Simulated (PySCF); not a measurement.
A GIAO shielding run with PySCF 2.14.0 with density-fitted response routines (density fitting, non-relativistic, gas phase) on SMILES ClC(CCCC)=O, C5H9ClO:

```
$ OMP_NUM_THREADS=1 python probes_run.py task.json out

{"job": {"kind": "nmr", "xc": "PBE0", "basis": "pcSseg-1"}, "charge": 0, "multiplicity": 1}
C     -2.402665    -0.308776     0.177658
C     -1.038687     0.147820     0.681001
C      0.059025    -0.143443    -0.339442
C      1.429750     0.312931     0.160133
C      2.500818     0.029838    -0.835849
O      2.413825    -0.475989    -1.900945
Cl     4.095031     0.564377    -0.247419
H     -3.173114    -0.096147     0.914605
H     -2.399093    -1.378907    -0.016379
H     -2.660075     0.205542    -0.745381
H     -0.808047    -0.362561     1.618973
H     -1.067959     1.220495     0.885565
H      0.092187    -1.214137    -0.548440
H     -0.167753     0.365666    -1.277800
H      1.689239    -0.190576     1.094924
H      1.429920     1.386155     0.367387
```

Hardware: 1 thread of an x86-64 server CPU, shared host. The job also computes population analyses, field gradients.

Task: How large is the calculation?

Result: 64 electrons, 171 basis functions and 907 auxiliary functions.

Task: How long does it take?

Result: 23 s of wall time, with 14 SCF cycles and 5 response iterations. Times on a shared host scatter by some tens of per cent.
